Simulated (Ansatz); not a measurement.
The inner images of a band of BH₈NSSi₃ (14 atoms, charge 0, multiplicity 1) are given out of order.

These are results of Ansatz, RKS B3LYP-D4/def2-SVP, not measurements.

Image 0:

```xyz
14
Properties=species:S:1:pos:R:3
N 0.497 -1.810 -0.522
Si 1.300 -1.146 0.878
Si 0.112 0.853 1.193
Si -0.269 1.824 -0.916
B -1.916 0.659 -0.766
S -2.016 0.194 0.974
H -0.478 -2.086 -0.433
H 0.996 -2.458 -1.125
H 1.322 -2.010 2.105
H 2.717 -0.883 0.486
H 0.351 1.598 2.466
H 0.751 1.671 -1.995
H -0.612 3.275 -0.784
H -2.767 0.289 -1.533
```

Image 6:

```xyz
14
Properties=species:S:1:pos:R:3
N 0.768 -1.810 -0.624
Si 1.392 -1.097 0.833
Si 0.121 0.844 1.248
Si -0.470 1.725 -0.854
B -2.007 0.441 -0.569
S -1.971 0.050 1.189
H 1.092 -1.519 -1.540
H -0.156 -2.226 -0.662
H 1.293 -2.071 1.960
H 2.822 -0.747 0.588
H 0.391 1.651 2.478
H 0.487 1.610 -1.998
H -0.913 3.150 -0.748
H -2.863 -0.029 -1.273
```

Task: Put them in order from the first end to the last, with their energies above the first end.
A.
```xyz
14
Properties=species:S:1:pos:R:3
N 0.882 -1.876 -0.652
Si 1.444 -1.175 0.837
Si 0.102 0.732 1.095
Si -0.493 1.850 -0.894
B -2.211 0.814 -0.585
S -2.023 0.015 1.014
H -0.118 -1.906 -0.826
H 1.334 -2.704 -1.030
H 1.354 -2.037 2.063
H 2.882 -0.796 0.686
H 0.360 1.477 2.364
H 0.333 1.584 -2.108
H -0.627 3.331 -0.727
H -3.230 0.663 -1.207
```
B.
```xyz
14
Properties=species:S:1:pos:R:3
N 0.684 -1.853 -0.584
Si 1.374 -1.165 0.861
Si 0.107 0.788 1.143
Si -0.380 1.845 -0.906
B -2.077 0.758 -0.687
S -2.020 0.096 0.985
H -0.308 -2.076 -0.581
H 1.203 -2.560 -1.098
H 1.346 -2.020 2.095
H 2.806 -0.850 0.574
H 0.344 1.535 2.416
H 0.544 1.634 -2.060
H -0.608 3.315 -0.743
H -3.028 0.524 -1.387
```
C.
```xyz
14
Properties=species:S:1:pos:R:3
N 0.834 -1.864 -0.662
Si 1.479 -1.114 0.768
Si 0.103 0.751 1.144
Si -0.657 1.769 -0.841
B -2.284 0.642 -0.398
S -2.005 0.018 1.261
H 0.745 -1.330 -1.521
H 1.039 -2.838 -0.866
H 1.402 -2.113 1.874
H 2.905 -0.644 0.691
H 0.479 1.546 2.353
H 0.130 1.527 -2.092
H -0.875 3.242 -0.706
H -3.306 0.378 -0.976
```
D.
```xyz
14
Properties=species:S:1:pos:R:3
N 1.063 -1.807 -0.761
Si 1.562 -1.042 0.716
Si 0.123 0.764 1.191
Si -0.708 1.725 -0.796
B -2.246 0.476 -0.368
S -1.933 -0.119 1.298
H 1.026 -1.298 -1.639
H 0.389 -2.564 -0.740
H 1.509 -2.074 1.791
H 2.957 -0.521 0.586
H 0.434 1.579 2.406
H 0.096 1.554 -2.048
H -1.047 3.174 -0.654
H -3.237 0.123 -0.954
```
E.
```xyz
14
Properties=species:S:1:pos:R:3
N 0.864 -2.000 -0.568
Si 1.487 -1.167 0.813
Si 0.082 0.694 1.095
Si -0.573 1.831 -0.864
B -2.277 0.786 -0.512
S -2.042 -0.013 1.078
H 0.165 -1.597 -1.180
H 1.295 -2.826 -0.968
H 1.493 -2.035 2.031
H 2.891 -0.660 0.657
H 0.389 1.445 2.351
H 0.221 1.566 -2.104
H -0.696 3.311 -0.694
H -3.312 0.636 -1.107
```

Result: B (+0.2 kcal/mol), A (+0.9 kcal/mol), E (+2.2 kcal/mol), C (+1.5 kcal/mol), D (+1.2 kcal/mol).

The run took 8.9 min on 2 threads of Arm Neoverse V1, with other jobs on the host, peak memory 0.4 GiB.
